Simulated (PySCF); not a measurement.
Geometry (Å), atoms numbered from 1 in this order:
```xyz
17

C     1.7044   -1.3040    0.9994
C     1.8807   -0.1866    0.2883
C     1.2522    0.1064   -1.0346
Si   -0.2040    1.3112   -0.8255
Si   -1.7730    0.3285    0.6162
P    -2.0351   -1.8168   -0.0953
H     1.0874   -2.1283    0.6265
H     2.1680   -1.4289    1.9811
H     2.4983    0.6148    0.7144
H     1.9752    0.5553   -1.7365
H     0.8633   -0.8142   -1.5007
H    -0.8507    1.5882   -2.1491
H     0.2790    2.6128   -0.2634
H    -3.0596    1.0952    0.6100
H    -1.2608    0.2828    2.0195
H    -3.2195   -2.0629    0.6651
H    -2.7582   -1.4297   -1.2665
```

Geometry: PBE0-D3(BJ)/def2-SVP; GIAO absolute shieldings from PySCF 2.14, gas phase, non-relativistic, averaged over equivalent atoms.

At B3LYP/pcSseg-1 (178 basis functions, 16 s wall time on 1 thread of an x86-64 server CPU, shared host):
| atoms | σ (ppm) |
| --- | --- |
| C2 | 35.9 |
| C1 | 55.4 |
| C3 | 161.6 |
| Si4 | 404.5 |
| Si5 | 416.5 |
| P6 | 581.0 |
| H9 | 25.54 |
| H7 | 25.69 |
| H8 | 26.20 |
| H14/H15 | 27.43 |
| H12/H13 | 27.50 |
| H10/H11 | 29.56 |
| H16/H17 | 29.74 |

Question: What do these become at PBE0/pcSseg-1?

Answer: 
```csv
atoms,σ at PBE0/pcSseg-1,change
C2,42.0,+6.1
C1,59.8,+4.4
C3,167.8,+6.2
Si4,419.8,+15.3
Si5,435.1,+18.6
P6,606.9,+25.9
H9,25.37,-0.17
H7,25.47,-0.22
H8,25.97,-0.23
H14/H15,27.24,-0.19
H12/H13,27.29,-0.21
H10/H11,29.42,-0.14
H16/H17,29.53,-0.21
```

The largest change is at P6 (phosphorus bonded to Si, 2 H). Cost: 178 basis functions, 17 s wall time on 1 thread of an x86-64 server CPU, shared host. The order of the carbon signals is the same at both levels.
